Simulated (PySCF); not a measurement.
A PySCF script (with the pyscf-properties extension) for the NMR shieldings of SMILES N(BBOCC)(C)C, C$_{4}$H$_{13}$B$_{2}$NO, on a GFN2-xTB geometry:

```python
import basis_set_exchange as bse
import numpy as np
from pyscf import gto, dft
from pyscf.prop import nmr

atoms = """
C     3.735317    0.475685   -0.470160
C     2.528448    0.963486    0.323991
O     1.342243    0.412046   -0.197720
B     0.582557   -0.492129    0.430824
B    -0.767799   -1.159170   -0.309193
N    -1.986953   -0.513030   -0.417077
C    -2.232458    0.839024    0.031181
C    -3.178247   -1.093519   -0.995838
H     3.616099    0.731403   -1.520087
H     4.643365    0.937956   -0.091426
H     3.822750   -0.605078   -0.386010
H     2.642622    0.693715    1.383224
H     2.446630    2.055159    0.245225
H     0.919162   -0.822162    1.535143
H    -0.738685   -2.260288   -0.738208
H    -3.022132    0.858503    0.790660
H    -1.323965    1.256840    0.455285
H    -2.554952    1.468833   -0.805238
H    -3.992804   -1.111557   -0.263430
H    -3.513070   -0.507986   -1.859033
H    -2.977047   -2.110786   -1.319456
"""
names = dict.fromkeys(["C", "O", "B", "N", "H"], "pcSseg-1")
basis = {el: gto.basis.parse(bse.get_basis(n, elements=[el], fmt="nwchem")) for el, n in names.items()}
mol = gto.M(atom=atoms, basis=basis, charge=0, verbose=0)
mf = dft.RKS(mol, xc="PBE0")
mf.grids.level = 2
mf.grids.alignment = dft.numint.BLKSIZE   # the property module wants whole blocks of grid points
mf.conv_tol = 1e-9
mf.kernel()

calc = nmr.RKS(mf)   # GIAO
C = mf.mo_coeff
Co = C[:, mf.mo_occ > 0]
resp = mf.gen_response(singlet=True, hermi=2)
def vind(x):   # induced exchange potential for any number of trial vectors
    d = np.einsum("pi,xij,qj->xpq", C, 2 * x.reshape(-1, C.shape[1], Co.shape[1]), Co, optimize=True)
    return np.einsum("xpq,pi,qj->xij", resp(d - d.transpose(0, 2, 1)), C, Co, optimize=True).ravel()
mo1, _ = nmr.rhf.solve_mo1(calc, with_cphf=vind)
sigma = calc.kernel(mo1)
for i, s in enumerate(sigma):   # ppm
    print("%2d %-2s %9.2f" % (i, mol.atom_pure_symbol(i), np.trace(s) / 3))
```

**Question.** What does it print?

**Answer.** 
```
 0 C     165.23
 1 C     109.97
 2 O      88.70
 3 B      42.97
 4 B      57.41
 5 N     124.44
 6 C     139.06
 7 C     136.63
 8 H      29.98
 9 H      30.66
10 H      30.48
11 H      27.64
12 H      27.03
13 H      25.69
14 H      26.67
15 H      28.87
16 H      28.55
17 H      28.83
18 H      28.74
19 H      28.72
20 H      28.31
```

These numbers come from an equivalent density-fitted implementation of the same equations, which agrees with the script to about 0.01 ppm for H and up to a few tenths of a ppm for heavy atoms, so last digits may differ.

Size and cost of the density-fitted run: 201 basis functions, 64 s wall time on 1 thread of an Arm Neoverse N1, shared host; peak memory 0.88 GiB.
